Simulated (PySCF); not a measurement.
# A small calculation by hand: chemical shift, span and skew from a shielding tensor

CH₃ClF₂SSi, SMILES CS[Si](F)(F)Cl. Atoms are numbered in the order given.

```xyz
9

C     -2.3453    -0.1199    -0.4708
S     -1.1186     1.2354    -0.4224
Si     0.5760     0.0522    -0.1430
F      0.8314    -0.9365    -1.3868
F      1.8551     1.0104    -0.0053
Cl     0.4439    -1.1366     1.5038
H     -3.3248     0.3537    -0.6171
H     -2.1453    -0.7999    -1.3099
H     -2.3482    -0.6745     0.4773
```

Geometry: ωB97X-D3(BJ)/def2-SVP. This is a generated structure with no PubChem entry under its InChIKey; it may be hypothetical. One conformer was computed; it need not be the lowest.

GIAO shieldings from PBE0/pcSseg-1 run with PySCF, non-relativistic, no solvent. The symmetric part of the tensor of Si3 has the principal values 326.9, 358.0, 414.2 ppm. The same nucleus in TMS has σ = 352.7 ppm at this level (PySCF, at its B3LYP-D3(BJ)/def2-TZVP geometry). Without spin–orbit terms, shifts of atoms bonded to Cl or Br come out too high.

Problem. Work out the isotropic shielding, the ²⁹Si shift against TMS, the span and the skew.

Solution. 
σ(iso) = (σ11 + σ22 + σ33)/3 = 366.4 ppm. δ = σ(ref) − σ(iso) = 352.7 − (366.4) = -13.7 ppm.
Span Ω = σ33 − σ11 = 87.3 ppm. Skew κ = 3(σ(iso) − σ22)/Ω = 0.29. Tumbling in solution averages the tensor to δ; in a static solid the shielding alone would spread this spin-1/2 line over Ω.
